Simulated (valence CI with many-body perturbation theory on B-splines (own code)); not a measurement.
**E1 transitions of La VII**

Method: relativistic CI+MBPT: five valence electrons over a frozen Dirac-Fock core [Kr] 4d10, a basis of 7 s, 7 p, 7 d, 7 f, 4 g, 2 h functions for each j, with the one-electron correlation potential Σ1, the two-electron term Σ2, the three-electron term Σ3, Breit, model QED; selected CI, second order for the rest, scaled by the run's own slope (own B-spline code, finite nucleus).

Against measured spectra of neutral and singly charged lanthanides and actinides this method errs by a few hundred cm⁻¹ within a configuration and by up to about 5,000 between configurations. No measured spectrum was set against this ion. As an estimate, levels hold to about 250 cm⁻¹ or 0.2 % of their energy and the worst to 1 %, as in measured heavy ions of charge 2 to 7; those with d or f electrons hold less well. Among the levels kept, up to 2200 cm⁻¹ of a level comes from second order outside the variational space, and about a tenth of that is noise between levels of different J, which matters for small intervals.

Lines 101 to 150 of 529 in falling wavelength, among levels below 326350 cm⁻¹, chosen from the strongest by gf and those to the six lowest levels. Wavelengths and rates use the calculated energies, so an error of 300 cm⁻¹ moves a line at 676.0 Å by 0.2 % and its rate by three times that or more. Electric multipoles are in the length gauge, E1 and E2 with the static RPA response of the core. Weak lines are less certain than strong ones. Lines between different terms over intervals too small for the method are left out, as are lines whose strength nearly cancels. Where a level lies close to another of its J and parity, the split of strength between their lines is uncertain. The highest levels of a list are the least certain.

Names give the largest LS component (configuration and term), which can be under half, so a name can repeat, a term be missing and a line seem to break the LS rules; names also repeat where a configuration has a term twice. Letters in brackets count levels of one name in rising energy.

```tsv
λ vac (Å)	Upper	Lower	A (s⁻¹)	S (a.u.)
676.0	4f5s5p³ ²H_9/2	4f5s²5p² ⁴G°_9/2	8.65e+07	1.32e-01
676.0	4f5s5p³ ²G_9/2 [d]	4f5s²5p² ²F°_7/2 [c]	2.75e+08	4.18e-01
675.4	4f5s5p³ ⁴F_5/2 [b]	4f5s²5p² ⁴D°_5/2	3.07e+08	2.80e-01
673.0	4f5s5p³ ²G_7/2 [a]	4f5s²5p² ⁴G°_7/2 [b]	1.36e+08	1.63e-01
671.5	4f5s5p³ ⁴G_7/2 [a]	4f5s²5p² ⁴G°_7/2 [a]	3.76e+08	4.49e-01
671.5	5p⁵ ²P°_3/2	5s5p⁴ ²D_3/2	3.81e+08	2.28e-01
671.3	4f5s5p³ ²F_7/2 [d]	4f5s²5p² ²F°_7/2 [c]	1.71e+08	2.04e-01
668.7	5s5p⁴ ²D_3/2	5s²5p³ ²D°_5/2	7.39e+07	4.36e-02
666.6	4f5s5p³ ⁴G_5/2 [a]	4f5s²5p² ⁴G°_5/2	8.96e+08	7.86e-01
665.8	4f5s5p³ ⁴F_3/2 [e]	4f5s²5p² ²D°_5/2 [b]	3.00e+08	1.75e-01
664.0	4f5s5p³ ⁴P_3/2	4f5s²5p² ⁴D°_5/2	6.47e+08	3.74e-01
663.4	4f5s5p³ ⁴F_5/2 [b]	4f5s²5p² ⁴D°_7/2	1.67e+08	1.45e-01
662.7	4f5s5p³ ²H_9/2	4f5s²5p² ⁴G°_7/2 [b]	3.16e+08	4.54e-01
661.8	4f5s5p³ ⁴G_9/2 [b]	4f5s²5p² ²G°_7/2	1.25e+08	1.78e-01
660.6	4f5s5p³ ⁴G_9/2 [b]	4f5s²5p² ²G°_9/2 [b]	1.44e+08	2.05e-01
659.6	4f5s5p³ ²G_9/2 [c]	4f5s²5p² ²H°_9/2	3.73e+08	5.29e-01
657.7	4f5s5p³ ⁴F_9/2 [d]	4f5s²5p² ²F°_7/2 [c]	1.51e+08	2.11e-01
657.4	4f5s5p³ ⁴D_7/2 [a]	4f5s²5p² ⁴G°_7/2 [a]	5.70e+08	6.40e-01
657.4	4f5s5p³ ⁴F_7/2 [d]	4f5s²5p² ²D°_5/2 [b]	1.17e+08	1.31e-01
656.8	4f5s5p³ ²D_3/2 [a]	4f5s²5p² ²F°_5/2 [a]	2.66e+08	1.49e-01
656.8	4f5s5p³ ⁴F_7/2 [b]	4f5s²5p² ²D°_5/2 [a]	1.35e+08	1.52e-01
656.3	4f5s5p³ ²H_11/2 [b]	4f5s²5p² ²H°_11/2	1.30e+09	2.17e+00
655.5	4f5s5p³ ⁴G_7/2 [a]	4f5s²5p² ⁴G°_5/2	1.30e+08	1.44e-01
650.1	4f5s5p³ ⁴D_1/2 [b]	4f5s²5p² ²D°_3/2 [a]	5.69e+08	1.54e-01
650.1	4f5s5p³ ⁴G_11/2 [b]	4f5s²5p² ²G°_9/2 [b]	4.46e+08	7.26e-01
650.1	4f5s5p³ ⁴F_5/2 [d]	4f5s²5p² ²D°_3/2 [b]	1.79e+08	1.45e-01
649.8	4f5s5p³ ²G_9/2 [d]	4f5s²5p² ²H°_9/2	1.20e+08	1.62e-01
648.5	4f5s5p³ ⁴H_9/2	4f5s²5p² ⁴G°_7/2 [a]	8.68e+08	1.17e+00
644.1	4f5s5p³ ⁴D_5/2 [a]	4f5s²5p² ⁴G°_7/2 [a]	1.63e+08	1.29e-01
642.1	4f5s5p³ ⁴D_7/2 [a]	4f5s²5p² ⁴G°_5/2	2.62e+07	2.74e-02
640.8	5s5p⁴ ²D_5/2	5s²5p³ ²D°_5/2	1.05e+09	8.20e-01
639.1	5s²5p²6s ²P_1/2 [b]	4f5s²5p² ²D°_3/2 [b]	7.55e+08	1.94e-01
638.3	4f5s5p³ ⁴H_7/2	4f5s²5p² ⁴G°_5/2	9.71e+08	9.97e-01
638.1	5s5p⁴ ²D_3/2	5s²5p³ ²D°_3/2	1.59e+09	8.17e-01
637.6	5s5p⁴ ⁴P_3/2	5s²5p³ ⁴S°_3/2	1.08e+09	5.55e-01
637.1	5s²5p²5d ²P_3/2 [a]	5s²5p³ ²P°_1/2	2.13e+08	1.09e-01
637.1	4f5s5p³ ⁴D_5/2 [c]	4f5s²5p² ²D°_3/2 [a]	2.77e+08	2.12e-01
635.8	4f5s5p³ ⁴F_3/2 [d]	4f5s²5p² ²F°_5/2 [c]	7.59e+08	3.85e-01
635.6	4f5s5p³ ²D_3/2 [b]	4f5s²5p² ²F°_5/2 [b]	9.99e+08	5.06e-01
633.8	4f5s5p³ ²H_11/2 [b]	4f5s²5p² ⁴F°_9/2	3.21e+08	4.84e-01
633.6	4f5s5p³ ⁴G_9/2 [b]	4f5s²5p² ²F°_7/2 [a]	3.97e+08	4.99e-01
633.6	4f5s5p³ ²F_5/2 [a]	4f5s²5p² ⁴F°_3/2	2.88e+08	2.17e-01
631.1	4f5s5p³ ²G_9/2 [b]	4f5s²5p² ²G°_7/2	3.82e+08	4.74e-01
631.0	4f5s5p³ ²F_7/2 [a]	4f5s²5p² ⁴D°_7/2	1.91e+08	1.89e-01
630.9	4f5s5p³ ⁴F_5/2 [d]	4f5s²5p² ²F°_5/2 [c]	4.67e+08	3.47e-01
630.5	4f5s5p³ ⁴F_5/2 [d]	4f5s²5p² ²F°_7/2 [b]	3.69e+08	2.74e-01
630.4	4f5s5p³ ²G_9/2 [c]	4f5s²5p² ⁴F°_9/2	2.18e+08	2.70e-01
630.0	4f5s5p³ ²G_9/2 [b]	4f5s²5p² ²G°_9/2 [b]	1.09e+09	1.35e+00
629.4	4f5s5p³ ²G_9/2 [c]	4f5s²5p² ²F°_7/2 [b]	3.12e+08	3.84e-01
629.3	4f5s5p³ ⁴D_5/2 [a]	4f5s²5p² ⁴G°_5/2	9.10e+07	6.72e-02
```
